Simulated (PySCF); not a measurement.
Core-level binding energies of SiEt4

Species: SiEt4, C₈H₂₀Si.
Geometry (PBE0-D3(BJ)/def2-SVP, Å), atoms numbered from 1 in this order:
```
atom  x, y, z in Å
Si1   -0.0060    0.0048    0.0011
C2     0.0336   -0.0190    1.8941
C3     0.6174   -1.2901    2.5051
H4    -0.9969    0.1405    2.2572
H5     0.6025    0.8635    2.2367
H6     0.6129   -1.2620    3.6067
H7     0.0505   -2.1846    2.2013
H8     1.6613   -1.4505    2.1910
C9     1.7684   -0.0164   -0.6577
C10    1.8950    0.0707   -2.1760
H11    2.2588   -0.9332   -0.2850
H12    2.3115    0.8196   -0.1815
H13    2.9459    0.0639   -2.5065
H14    1.3928   -0.7731   -2.6758
H15    1.4381    0.9937   -2.5686
C16   -0.8896    1.5736   -0.5863
C17   -0.1807    2.8778   -0.2289
H18   -1.9097    1.5661   -0.1626
H19   -1.0269    1.4996   -1.6800
H20   -0.7347    3.7619   -0.5833
H21   -0.0569    2.9878    0.8602
H22    0.8263    2.9262   -0.6737
C23   -0.9320   -1.5155   -0.6436
C24   -2.3472   -1.6893   -0.0989
H25   -0.3206   -2.4069   -0.4152
H26   -0.9546   -1.4520   -1.7461
H27   -2.8357   -2.5948   -0.4930
H28   -2.3526   -1.7705    1.0002
H29   -2.9903   -0.8338   -0.3603
```

Computed, not measured: delta-SCF UKS SCAN, pcX-2 on the ionised atom, pcseg-1 elsewhere, spin-free X2C (PySCF 2.14.0). Each binding energy is the total energy of the core-ionised species, with the hole localised on one atom, minus that of the ground state; both are solved self-consistently, so orbital relaxation is included.

Problem. List the computed XPS lines with their assignment.

Solution. 
```
       atom(s)      bonded to     level  binding energy (eV)  2p1/2 (eV)  above the level's lowest (eV)  count
           Si1            4 C  Si 2p3/2               105.28      105.90                           0.00      1
           Si1            4 C     Si 1s              1845.05           –                           0.00      1
 C2/C9/C16/C23  C, 2 H and Si      C 1s               289.63           –                           0.00      4
C3/C10/C17/C24      C and 3 H      C 1s               290.38           –                          +0.75      4
```

Lowest listed C 1s: C2/C9/C16/C23, bonded to C, 2 H and Si. Highest, 0.75 eV above it: C3/C10/C17/C24, bonded to C and 3 H.

Problem. Which effective nuclear charge Zeff reproduces each element's mean 1s value in the hydrogen-like formula E = 13.606 eV × Zeff²?

Solution. C (Z = 6): mean 290.0 eV, Zeff = 4.62, Z − Zeff = 1.38; Si (Z = 14): mean 1845.1 eV, Zeff = 11.65, Z − Zeff = 2.35. Means run over the listed sites, weighted by atom count.

Problem. Give the binding energy of Si 1s of Si1 in hartree and in kJ/mol.

Solution. 1845.05 eV = 67.8043 Eh = 178020 kJ/mol.

One atom of each set of topologically equivalent atoms was ionised and stands for the set; in this conformer not all members are related by symmetry, and their own values weren't computed. The 2p values add to the ΔSCF energy of one spin-free hole a correction within the shell (spin–orbit coupling, ligand field). 2p1/2 minus 2p3/2 (ligand field included): Si 0.62 eV. Geometry: PBE0-D3(BJ)/def2-SVP, one conformer, isolated molecule.
